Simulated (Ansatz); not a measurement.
A nudged elastic band was laid between two geometries of a periodic cell of 13 atoms, Tl₁₂Au (surface Tl(0001), adsorbate Au).

Level of theory: Ansatz 0.2.0, DFT PBE-D3(BJ), scalar-relativistic, plane waves, PAW. Settings: cutoff 420 eV, k mesh 4x4x1, gaussian smearing 0.05 eV, no spin polarisation.

```
movable images  : 3
climbing image  : yes
spring          : 5.0 eV/Å²
optimiser       : fire
start path      : default
force threshold : 0.05 eV/Å
iteration limit : 50
end points      : relaxed
atoms held      : 1 to 4
largest step    : 1.0 Å
```

Initial state:

```xyz
13
Lattice="6.9200 0.0000 0.0000 3.4600 5.9929 0.0000 0.0000 0.0000 16.5325" Properties=species:S:1:pos:R:3
Tl 0.000 0.000 1.000
Tl 3.460 0.000 1.000
Tl 1.730 2.996 1.000
Tl 5.190 2.996 1.000
Tl 0.003 1.989 3.658
Tl 3.448 1.942 3.993
Tl 1.652 5.030 4.050
Tl 5.215 5.025 3.997
Tl 0.039 0.069 6.635
Tl 3.510 -0.039 7.754
Tl 1.672 2.889 6.617
Tl 5.335 2.903 6.562
Au 3.533 3.920 8.526
```

Final state:

```xyz
13
Lattice="6.9200 0.0000 0.0000 3.4600 5.9929 0.0000 0.0000 0.0000 16.5325" Properties=species:S:1:pos:R:3
Tl 0.000 0.000 1.000
Tl 3.460 0.000 1.000
Tl 1.730 2.996 1.000
Tl 5.190 2.996 1.000
Tl -0.078 2.034 4.050
Tl 3.485 2.029 3.997
Tl 1.733 4.985 3.658
Tl 5.178 4.939 3.993
Tl -0.058 -0.108 6.617
Tl 3.605 -0.093 6.562
Tl 1.769 3.066 6.635
Tl 5.240 2.957 7.754
Au 5.263 6.917 8.526
```

(1) Which bonds break or form, and what moves?

(2) What energy profile does the band end with?

(3) What is the geometry of the highest image?

The band took 28 iterations and of the order of 40 core-minutes.

Results:

(1) Contacts lost: Tl6–Tl12, Tl8–Tl12, Tl12–Au13. Contacts made: Tl6–Tl10, Tl8–Tl10, Tl10–Au13. The atom that moves furthest is Au13, by 3.46 Å; four of its nearest neighbours are Tl12 2.85, Tl9 2.86, Tl11 2.86, Tl10 4.03 Å at the first end and Tl10 2.85, Tl11 2.86, Tl9 2.86, Tl12 4.03 Å at the last.

(2) The run converged. The highest image is number 2 of 0 to 4, 0.092 eV above the ends, which have the same energy within 2 meV. The order of the stationary point at the top wasn't checked. Limits of this set-up: coarse k mesh, thin slab, slab without dipole correction.

```tsv
image	path coordinate (Å)	energy (eV)	Tl6–Tl12 (Å)	Tl8–Tl12 (Å)	Tl12–Au13 (Å)
0	0.00	0.000	3.33	3.33	2.85
1	1.14	0.074	3.38	3.40	2.84
2	2.28	0.092	3.68	3.68	2.88
3	3.35	0.073	4.03	3.91	3.15
4	4.43	0.000	4.25	4.25	4.03
```

(3) 
```xyz
13
Lattice="6.9200 0.0000 0.0000 3.4600 5.9929 0.0000 0.0000 0.0000 16.5325" Properties=species:S:1:pos:R:3
Tl 0.000 0.000 1.000
Tl 3.460 0.000 1.000
Tl 1.730 2.996 1.000
Tl 5.190 2.996 1.000
Tl -0.059 2.047 3.757
Tl 3.511 1.967 4.000
Tl 1.649 5.003 3.746
Tl 5.259 4.950 4.070
Tl -0.173 0.075 6.391
Tl 3.501 0.038 7.102
Tl 1.647 3.021 6.612
Tl 5.168 2.930 7.147
Au 4.721 5.287 8.736
```

Run time: 14 min on 4 threads of Intel(R) Xeon(R) Platinum 8488C (Sapphire Rapids) (shared host), peak memory 3.4 GiB.
